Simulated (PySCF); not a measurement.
A structure optimised at PBE-D3(BJ)/def2-SVP, used in a PySCF frequency run:

```xyz
10

N      2.7017     0.6915     0.7717
C      1.7796     0.2569     0.1916
C      0.5766    -0.2391    -0.4661
F      0.4185    -1.6205    -0.2681
Si    -1.0159     0.5962     0.2528
O     -2.3425    -0.0054    -0.5723
H      0.6499    -0.0452    -1.5606
H     -1.0236     0.2684     1.7180
H     -0.9650     2.0650    -0.0163
H     -2.5160    -0.9549    -0.4437
```
Charge 0, spin multiplicity 1.

**Question.** Write its SMILES and formula.

**Answer.** N#C[C@@H](F)[SiH2]O, C₂H₄FNOSi

**Question.** What are its rotational constants (standard atomic weights)?

**Answer.** 5.4852, 1.7403, 1.4005 GHz
